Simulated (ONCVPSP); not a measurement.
## What the settings do to the ONCV potential of rubidium (Rb)

Base potential:

rubidium, optimised norm-conserving Vanderbilt (ONCV), made with ONCVPSP 4.0.1 (LDA (Perdew-Zunger), fully relativistic). Core [Ar] 3d10, reference 4s2 4p6 5s0.5 5p0.5. Waves: 4s+5s: rc 2.80 bohr, ncon 4, nbas 7, qcut 5.4 1/bohr, 2 projectors; 4p+5p: rc 3.25 bohr, ncon 4, nbas 7, qcut 4.8 1/bohr, 2 projectors; d scattering state at 0.04 Ha: rc 3.00 bohr, ncon 3, nbas 8, qcut 3.5 1/bohr, 1 projector. Local part: polynomial inside 2.45 bohr (lpopt 5, dvloc0 3 Ha). Core correction: Teter function, fcfact 1.75, rcfact 1.1.

Open shells are filled in proportion to 2j + 1.

All-electron outer shells of the reference configuration (LDA (Perdew-Zunger), scalar-relativistic, ld1.x):

| shell | level (eV) | outermost node (bohr) | outermost maximum (bohr) |
| --- | --- | --- | --- |
| 3d | -104.97 | – | 0.39 |
| 4s | -32.72 | 0.62 | 1.25 |
| 4p | -16.77 | 0.64 | 1.42 |
| 5s | -2.73 | 1.78 | 4.16 |
| 5p | -1.12 | 2.19 | 6.14 |

Cutoffs, loose and tight: the cutoffs (Ha) at which the residual kinetic energy of the hardest occupied pseudo-wave falls to 1 and 0.1 mHa per electron. They do not see the model core or the augmentation charge, which bear on the density cutoff. Test errors are all-electron minus pseudo excitation energies from the reference, over the configurations 4s2 4p6 5s1 5p0; 4s2 4p6 5s0 5p0; 4s2 4p6 5s0.5 5p0; 4s1 4p6 5s1 5p0. A dash means not determined; rows that change the core or the reference have their own tests.

```csv
change,outcome,"cutoff, loose","cutoff, tight",bound ghosts,GHOST(+) flags above zero,largest test error (meV)
base,generated,6.5 Ha,8.5 Ha,none,none,-202
"local potential polynomial inside 2.45 bohr (lpopt 5, dvloc0 5 Ha)",generated,6.5 Ha,8.5 Ha,none,none,-205
"core correction Teter function, fcfact 3.5, rcfact 1.1",generated,6.5 Ha,8.5 Ha,none,none,-210
p: qcut 7.2,generated,7.0 Ha,8.6 Ha,none,none,-194
"scalar-relativistic; d: rc 2.8, qcut 3.8",generated,6.5 Ha,8.5 Ha,none,none,-208
"core correction Teter function, fcfact 1.75, rcfact 1.06",generated,6.5 Ha,8.5 Ha,none,none,-201
"local potential polynomial inside 2.55 bohr (lpopt 5, dvloc0 0 Ha)",generated,6.5 Ha,8.5 Ha,none,none,-195
functional PBE,generated,6.5 Ha,8.6 Ha,none,none,-206
```

Problem. What comes out with this change to the base: reference 4s2 4p6 5s0.5; wave 4p+5p: rc 3.25 bohr, ncon 4, nbas 7, qcut 4.8 1/bohr, 2 projectors becomes 4p: rc 3.25 bohr, ncon 4, nbas 7, qcut 4.8 1/bohr, 2 projectors, debl 3.8 Ha?

Solution. outcome: generated, projector energies reset by the program; cutoff, loose: 6.5 Ha; cutoff, tight: 8.5 Ha; bound ghosts: none; GHOST(+) flags above zero: none; largest test error (meV): +5.5.
